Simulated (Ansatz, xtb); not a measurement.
## Ranking isomers of C6H7Cl

12 gas-phase structures of C6H7Cl, from a drawn sample of its isomers (lower ones may exist). Each was relaxed with GFN2-xTB:

A. `C=CC(=C)/C=C\Cl`, a singlet
B. `C=CC(C=C)=CCl`, a singlet
C. `C=C/C=C\C=C\Cl`, a singlet
D. `C=C/C=C/C=C/Cl`, a singlet
E. `C=C/C=C/C(=C)Cl`, a singlet
F. `C=C/C=C(\Cl)C=C`, a singlet
G. `C=C/C=C/C=C\Cl`, a singlet
H. `C=CC(=C)/C=C/Cl`, a singlet
I. `C=C/C=C\C=C/Cl`, a singlet
J. `C=CC(=C)C(=C)Cl`, a singlet
K. `C=C/C=C\C(=C)Cl`, a singlet
L. `C=C/C=C(/Cl)C=C`, a singlet

Task: Which do you expect lowest at r2SCAN-D4/def2-SVP, and how would the others follow?

Result: Calculated order at r2SCAN-D4/def2-SVP: G (0.000), F (0.015), E (0.033), D (0.035), I (0.072), C (0.100), L (0.109), K (0.230), B (0.361), H (0.388), J (0.409), A (0.469) eV. Less than 1 kcal/mol parts G and F; F and E; E and D; D and I; I and C; C and L; B and H; H and J, so the order within those pairs means little.

Energies above the lowest of each column, in eV; the last columns are at PBE-D3(BJ)/def2-SVP geometries and were run for some of them only (a dash: not run or not comparable):

```tsv
structure	GFN2-xTB	HF/STO-3G	r2SCAN-D4/def2-SVP	PBE-D3(BJ)/def2-SVP	CCSD(T)/def2-SVP + ΔMP2/def2-TZVPP
G	0.022	0.003	0.000	0.000	0.013
F	0.018	0.030	0.015	0.024	0.000
E	0.000	0.010	0.033	0.047	0.003
D	0.001	0.000	0.035	0.035	0.036
I	0.094	0.082	0.072	0.067	0.076
C	0.072	0.073	0.100	0.095	0.092
L	0.061	0.090	0.109	–	–
K	0.174	0.241	0.230	–	–
B	0.253	0.248	0.361	–	–
H	0.245	0.243	0.388	–	–
J	0.217	0.246	0.409	–	–
A	0.304	0.325	0.469	–	–
```

CCSD(T)/def2-SVP + ΔMP2/def2-TZVPP has D and E and F and G within 1 kcal/mol of each other at the bottom, and every level picks one of them. CCSD(T)/def2-SVP + ΔMP2/def2-TZVPP orders those it was run on as F (0.000), E (0.003), G (0.013), D (0.036), I (0.076), C (0.092) eV. Less than 1 kcal/mol parts F and E; E and G; G and D; D and I; I and C, so the order within those pairs means little. Flexible structures stand in one conformer each, not always the lowest. Frequencies (GFN2-xTB) were run for C, D, E, F, G, I alone. ΔMP2 is the change of the MP2 energy from the smaller to the larger basis.

Over these structures GFN2-xTB departs from r2SCAN-D4/def2-SVP by 0.059 eV on average once a common shift is removed. A GFN2-xTB relaxation took about 0.23 s and the r2SCAN-D4/def2-SVP energy about 5.4 s on a shared host (Ansatz 0.2.0, xtb 6.7.1).
